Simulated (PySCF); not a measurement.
C$_{3}$H$_{8}$N (SMILES CC[N]C), doublet, geometry from GFN2-xTB. Base run: DF-B3LYP/STO-3G (PySCF).

Input for PySCF:
```python
from pyscf import gto, scf, dft

mol = gto.Mole()
mol.atom = '''
    C     1.822494    0.427937   -0.096667
    C     0.554327   -0.407377    0.014113
    N    -0.595356    0.397684   -0.060654
    C    -1.832860   -0.248655    0.111885
    H     2.701996   -0.210383   -0.061831
    H     1.819861    0.981001   -1.031520
    H     1.868455    1.141595    0.721125
    H     0.536184   -1.165969   -0.792569
    H     0.564161   -0.994438    0.952956
    H    -2.371269    0.242331    0.931371
    H    -1.771973   -1.328235    0.312701
    H    -2.443683   -0.081121   -0.783638
'''
mol.basis = 'sto-3g'
mol.charge = 0
mol.spin = 1
mol.verbose = 5
mol.build()

mf = dft.UKS(mol)
mf.xc = 'b3lyp'
mf = mf.density_fit(auxbasis='def2-universal-jkfit')
mf.kernel()
mf.analyze()
```

Variants of this job, named by their change:

```tsv
change	basis functions	E (Eh)	HOMO (eV)	dipole (D)	core-seconds (rough)
base	28	-171.67328	-3.73	1.45	7
basis = 3-21G	52	-172.86569	-5.85	1.51	10
basis = 6-31G*	72	-173.81999	-6.24	1.38	10
basis = def2-SV(P)	72	-173.67507	-6.40	1.38	10
basis = 6-31+G*	88	-173.82861	-6.54	1.58	20
basis = pc-1	96	-173.79605	-6.46	1.48	20
basis = 6-311G**	120	-173.87309	-6.43	1.41	20
basis = 6-311++G**	144	-173.87687	-6.56	1.56	20
basis = def2-SVPD	144	-173.70886	-6.58	1.47	30
basis = 6-311+G(2d,p)	156	-173.88125	-6.56	1.49	20
basis = aug-pcseg-1	164	-173.80325	-6.55	1.45	30
basis = def2-TZVPD	220	-173.89495	-6.57	1.44	40
basis = pcseg-2	232	-173.89715	-6.56	1.47	40
```

Totals compare only among sets that treat the same electrons; sets with core potentials leave the core out.

Open shells are given as the SCF converged; they aren't shown to be the lowest states, and a large step between rows can be another state.
